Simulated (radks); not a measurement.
Si4+, configuration [He] 2s1 2p6 3p1 (not the ground configuration). Method: scalar-relativistic Kohn-Sham, SCAN, spin-polarised, spherical densities, finite nucleus; open shells are filled with parallel spins first; meta-GGA in the generalised Kohn-Sham scheme; Fermi nuclear charge, rms radius 3.1224 fm; computed with a radial shooting solver on a logarithmic mesh with Libxc functionals.

Local quantities along the radius. ELF = 1/(1 + alpha^2) is the electron localisation function; alpha = (tau - tau_W)/tau_unif compares the Pauli kinetic energy density with that of the uniform gas (summed over spins); s = |grad rho|/(2 (3 pi^2)^(1/3) rho^(4/3)) is the reduced gradient; r v_xc is r times the local exchange-correlation potential of spin up (hartree bohr, multiplicative part alone). tau is taken from the large components.

r (bohr),ELF,alpha,s,r v_xc
0.003585,1.000,0.01022,0.4274,-0.07946
0.004521,1.000,0.01047,0.4229,-0.09159
0.005747,1.000,0.01088,0.4210,-0.1073
0.007247,1.000,0.01144,0.4217,-0.1260
0.00914,1.000,0.01223,0.4249,-0.1490
0.01162,1.000,0.01338,0.4311,-0.1778
0.01465,1.000,0.01498,0.4404,-0.2113
0.01848,1.000,0.01729,0.4536,-0.2508
0.02349,1.000,0.02089,0.4722,-0.2981
0.02963,0.999,0.02634,0.4966,-0.3499
0.03736,0.999,0.03531,0.5293,-0.4064
0.0475,0.997,0.05175,0.5745,-0.4679
0.0599,0.993,0.08221,0.6324,-0.5282
0.07554,0.979,0.1453,0.7067,-0.5910
0.09603,0.920,0.2940,0.7968,-0.6860
0.1211,0.720,0.6237,0.8687,-0.6573
0.1527,0.389,1.254,0.8404,-0.6620
0.1942,0.247,1.745,0.6262,-0.6029
0.2448,0.343,1.385,0.4020,-0.6607
0.3088,0.580,0.8502,0.3554,-0.9482
0.3925,0.752,0.5745,0.4492,-0.9692
0.495,0.803,0.4960,0.6152,-1.017
0.6243,0.769,0.5478,0.8680,-1.040
0.7936,0.551,0.9030,1.275,1.314
1.001,0.148,2.404,1.696,-0.4835
1.262,0.071,3.615,1.381,-0.5939
1.605,0.277,1.616,1.006,-0.8438
2.024,0.407,1.207,1.532,-0.7400
2.552,0.279,1.606,2.825,-0.3201
3.244,0.076,3.491,6.062,-0.1897
4.091,0.007,12.12,15.39,-0.1457
5.16,0.000,75.30,50.73,-0.05331

On this mesh the ELF has minima near r = 0.19, 1.3 bohr, which separate the shells, and maxima near 0.50 (0.80), 2.0 (0.41).
